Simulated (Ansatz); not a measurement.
System: C$_{4}$H$_{7}$B, charge 0, multiplicity 1. SMILES: C#CB(C)C
Geometry: optimised at B3LYP-D3(BJ)/def2-TZVP (Ansatz, an electronic-structure program).

Quantity: atomisation energy (electronic, to ground-state atoms), in kcal/mol. Valence correlation only, unless marked. Open shells are spin-unrestricted. Spin-orbit coupling is left out. No relativistic terms. The coupled-cluster limit lacks core correlation, which all-electron functionals hold. Basis-set limits of correlation are two-point, X^-3; Hartree-Fock from the larger set.

| level | program | atomisation energy (kcal/mol) |
|---|---|---|
| CAM-B3LYP-D4/def2-TZVPD | Ansatz + dftd4 | ? |
| B2GP-PLYP-D3(BJ)/def2-TZVPD | Ansatz + dftd3 | 1191.0 |
| CCSD/aug-cc-pVTZ | Ansatz | ? |
| CCSD/cc-pVTZ | Ansatz | 1153.9 |
| CCSD(T)/CBS(aug-cc-pVTZ,aug-cc-pVQZ) | Ansatz | 1195.8 |

### Question
Fill in the missing entries.

### Answer

- CAM-B3LYP-D4/def2-TZVPD, atomisation energy (kcal/mol): 1205.6
- CCSD/aug-cc-pVTZ, atomisation energy (kcal/mol): 1157.8
